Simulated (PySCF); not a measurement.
**Correlation energy of Ge⁺ (germanium, charge +1)**

[Ar] 3d10 4s2 4p1, 2P determinant. Computed with PySCF 2.14 in x2c-QZVPPall (11s8p5d4f1g, 97 functions), with scalar relativity by spin-free X2C-1e. Frozen: [Ar] 3d10; 3 electrons correlated.

```
  level  correlation energy (mhartree)
   CCSD                         -52.26
    (T)                          -0.85
CCSD(T)                         -53.11
```

Diagnostics: T1 = 0.011, D1 = 0.0240, largest double amplitude 0.092.

Cost of the coupled-cluster step: of the order of 22 core-seconds, for 3 correlated electrons.
